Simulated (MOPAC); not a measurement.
Input for MOPAC: AM1 on BrGaH2O2 (SMILES [OH][Ga]([OH])[Br]), a point of a torsion scan.

```
AM1 1SCF PRECISE CHARGE=0 THREADS=1
BrGaH2O2

O     -0.97090163 1    -1.09215457 1     0.34907968 1
Ga     0.01396663 1     0.27813549 1    -0.04794205 1
O      1.70728452 1     0.29223437 1     0.31963508 1
Br    -0.87500122 1     2.23958259 1    -0.71304899 1
H     -1.59708798 1    -1.57673447 1    -0.18313183 1
H      2.14479817 1    -0.47860503 1     0.67963084 1
```

Output:

```
*******************************************************************************
 **                                                                           **
 **                              MOPAC v23.2.5                                **
 **                                                                           **
 *******************************************************************************
 ** MOPAC's Digital Object Identifier: https://doi.org/10.5281/zenodo.6511958 **
 **                                                                           **
 ** Please cite the open-source release paper for use of this MOPAC version:  **
 ** J. E. Moussa and J. J. P. Stewart (2026)                                  **
 ** MOPAC: An open-source semiempirical molecular orbital program             **
 ** J. Open Source Softw., 11(119), 8025, https://doi.org/10.21105/joss.08025 **
 *******************************************************************************

                              AM1 CALCULATION RESULTS

 *******************************************************************************
 *  AM1        - The AM1 Hamiltonian to be used
 *
 *
 *
 *                 CHARGE ON SYSTEM = 0
 *
 *
 *
 *  PRECISE    - TIGHTER CRITERIA TO BE USED
 *  1SCF       - DO 1 SCF AND THEN STOP
 *  THREADS=1  - MULTI-THREADING NOT USED
 *  T=         - A TIME OF 172800.0 SECONDS REQUESTED
 *  DUMP=N     - RESTART FILE WRITTEN EVERY 7200.0 SECONDS REQUESTED
 *******************************************************************************
AM1 1SCF PRECISE CHARGE=0 THREADS=1
 BrGaH2O2

   ATOM   CHEMICAL          X               Y               Z
  NUMBER   SYMBOL      (ANGSTROMS)     (ANGSTROMS)     (ANGSTROMS)

     1       O         -0.97090163  *  -1.09215457  *   0.34907968  *
     2      Ga          0.01396663  *   0.27813549  *  -0.04794205  *
     3       O          1.70728452  *   0.29223437  *   0.31963508  *
     4      Br         -0.87500122  *   2.23958259  *  -0.71304899  *
     5       H         -1.59708798  *  -1.57673447  *  -0.18313183  *
     6       H          2.14479817  *  -0.47860503  *   0.67963084  *



          CARTESIAN COORDINATES

    NO.       ATOM           X           Y           Z

     1         O         -0.9709     -1.0922      0.3491
     2        Ga          0.0140      0.2781     -0.0479
     3         O          1.7073      0.2922      0.3196
     4        Br         -0.8750      2.2396     -0.7130
     5         H         -1.5971     -1.5767     -0.1831
     6         H          2.1448     -0.4786      0.6796

  H: (AM1): M.J.S. DEWAR ET AL, J. AM. CHEM. SOC. 107 3902-3909 (1985)
  O: (AM1): M.J.S. DEWAR ET AL, J. AM. CHEM. SOC. 107 3902-3909 (1985)
 Ga: (AM1): J. J. P. STEWART, J. MOL. MOD., 10, 155-164 (2004)
 Br: (AM1): M.J.S. DEWAR AND E. G. ZOEBISCH, THEOCHEM, 180, 1 (1988).

           Empirical Formula: H2 O2 Ga Br  =     6 atoms



      MOLECULAR POINT GROUP   :   C1


      RHF CALCULATION, NO. OF DOUBLY OCCUPIED LEVELS = 12


 -------------------------------------------------------------------------------
 AM1 1SCF PRECISE CHARGE=0 THREADS=1
 BrGaH2O2



     1SCF WAS SPECIFIED, SO BFGS WAS NOT USED
     SCF FIELD WAS ACHIEVED


                              AM1 CALCULATION
                                                       MOPAC v23.2.5 Linux




          FINAL HEAT OF FORMATION =        -67.10861 KCAL/MOL =    -280.78243 KJ/MOL


          COSMO AREA              =        115.79 SQUARE ANGSTROMS
          COSMO VOLUME            =         99.55 CUBIC ANGSTROMS

          IONIZATION POTENTIAL    =         11.270631 EV
          HOMO LUMO ENERGIES (EV) =        -11.271 -2.464
          NO. OF FILLED LEVELS    =         12
          MOLECULAR WEIGHT        =        183.6536         POINT GROUP:  C1

          MOLECULAR DIMENSIONS (Angstroms)

            Atom       Atom       Distance
            H     6   Br     4     4.29503
            H     5    O     3     3.60078
            O     1    O     3     0.43922


          SCF CALCULATIONS        =          1





   ATOM   CHEMICAL          X               Y               Z
  NUMBER   SYMBOL      (ANGSTROMS)     (ANGSTROMS)     (ANGSTROMS)

     1       O         -0.97090163  *  -1.09215457  *   0.34907968  *
     2      Ga          0.01396663  *   0.27813549  *  -0.04794205  *
     3       O          1.70728452  *   0.29223437  *   0.31963508  *
     4      Br         -0.87500122  *   2.23958259  *  -0.71304899  *
     5       H         -1.59708798  *  -1.57673447  *  -0.18313183  *
     6       H          2.14479817  *  -0.47860503  *   0.67963084  *

                             CARTESIAN COORDINATES

   1    O       -0.970901630    -1.092154570     0.349079680
   2   Ga        0.013966630     0.278135490    -0.047942050
   3    O        1.707284520     0.292234370     0.319635080
   4   Br       -0.875001220     2.239582590    -0.713048990
   5    H       -1.597087980    -1.576734470    -0.183131830
   6    H        2.144798170    -0.478605030     0.679630840


           Empirical Formula: H2 O2 Ga Br  =     6 atoms



      MOLECULAR POINT GROUP   :   C1


                  EIGENVALUES
 -36.55223 -35.41589 -31.04859 -18.06657 -17.37345 -14.89767 -14.14001 -12.99615
 -12.33429 -11.94930 -11.39014 -11.27063  -2.46362  -1.43373  -0.98996  -0.75599
   5.30980   5.61985


              NET ATOMIC CHARGES AND DIPOLE CONTRIBUTIONS

  ATOM NO.   TYPE          CHARGE      No. of ELECS.   s-Pop       p-Pop
    1          O          -0.565215        6.5652     1.82681     4.73840
    2         Ga           0.776810        2.2232     0.30004     1.92315
    3          O          -0.502628        6.5026     1.83869     4.66394
    4         Br          -0.196732        7.1967     1.94933     5.24740
    5          H           0.244507        0.7555     0.75549
    6          H           0.243257        0.7567     0.75674
 DIPOLE           X         Y         Z       TOTAL
 POINT-CHG.     0.023    -1.230    -0.645     1.389
 HYBRID        -0.008    -1.105    -0.036     1.106
 SUM            0.016    -2.335    -0.682     2.433


          ATOMIC ORBITAL ELECTRON POPULATIONS

     Atom    s        px        py        pz
    1  O   1.82681   1.55937   1.63141   1.54762
    2 Ga   0.30004   0.56742   0.66819   0.68754
    3  O   1.83869   1.58880   1.44874   1.62641
    4 Br   1.94933   1.82301   1.63374   1.79066
    5  H   0.75549
    6  H   0.75674

 **********************
 *                    *
 * JOB ENDED NORMALLY *
 *                    *
 **********************




 == MOPAC DONE ==
```

The run finished.

Cost: roughly 0.020 core-seconds.
